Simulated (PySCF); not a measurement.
Compound: C₇H₁₄OSi.
Cartesian coordinates in Å at the GFN2-xTB level; atoms count from 1:
```
atom  x, y, z in Å
C1     2.5412   -0.1386    0.6677
C2     1.7817    0.1939   -0.6131
C3     0.5725   -0.6959   -0.7729
C4    -0.6131   -0.2579   -1.5697
C5    -0.7285   -0.3581   -0.0746
Si6   -1.6628   -1.7966    0.7381
C7    -0.8139    0.8447    0.7892
C8    -1.4241    2.0878    0.1868
O9    -0.4812    0.7981    1.9541
H10    3.4100    0.5068    0.7741
H11    1.8955    0.0010    1.5311
H12    2.8779   -1.1732    0.6522
H13    2.4407    0.0604   -1.4769
H14    1.4721    1.2410   -0.5881
H15    0.8307   -1.7490   -0.8185
H16   -1.1286   -0.9904   -2.1743
H17   -0.5802    0.7215   -2.0242
H18   -1.5675   -2.9305   -0.1864
H19   -3.0633   -1.3942    0.8916
H20   -1.0525   -2.1195    2.0209
H21   -1.6125    2.8208    0.9673
H22   -0.7457    2.5210   -0.5455
H23   -2.3531    1.8336   -0.3189
```

NICS = −σ at a ghost point: NICS(0) at the centroid of the ring atoms, NICS(1) 1 Å to either side along the normal of their mean plane, zz for the tensor component along that normal. Level: GIAO PBE0/pcSseg-1 (PySCF, non-relativistic, gas phase) on the GFN2-xTB geometry, one conformer.

Ring bond lengths (Å), with Mayer bond orders in brackets: C3–C4 1.494 (0.93), C4–C5 1.503 (0.94), C5–C3 1.515 (0.90).

Problem. Give the NICS values of each ring in ppm.

Solution. 
| ring | type | NICS(0) | NICS(1), two faces | NICS(1)zz, two faces | rms pucker (Å) | centre to ring atoms, mean (Å) |
| --- | --- | --- | --- | --- | --- | --- |
| C3–C4–C5 | 3-membered carbocycle; formal bonds all single | -42.5 | -7.7 / -9.0 | -19.0 / -23.3 | 0.00 | 0.87 |

Problem. What can be read from them?

Solution. 
- C3–C4–C5: mean NICS(1)zz -21.1 ppm, shielded. C3, C4, C5 have four or more neighbours, and the NICS criterion for π rings isn't applied. The two faces differ by 4.3 ppm, so no symmetry operation interchanges them. NICS(0) lies 34 ppm below the mean NICS(1).

Problem. At the second NICS(1) probe listed for ring C3–C4–C5, 1 Å off the ring, how large is the induced field along the normal in 14.1 T applied along it?

Solution. NICSzz × B0 = -23.3 ppm × 14.1 T = -329 μT, against the applied field.

Problem. List the ring angles and the Hirshfeld charges of the ring atoms.

Solution. 
- C3–C4–C5: C3 59.9° (-0.025 e), C4 60.7° (-0.089 e), C5 59.4° (-0.095 e); sum 180.0° against 180° for a flat convex ring.

The run took 72 s of wall time (grids of density and orbitals included) on an Arm Neoverse V1 with one thread, no GPU (shared host), and the process peaked at 1.1 GiB of memory. This is the whole shielding run at PBE0/pcSseg-1, SCF included.
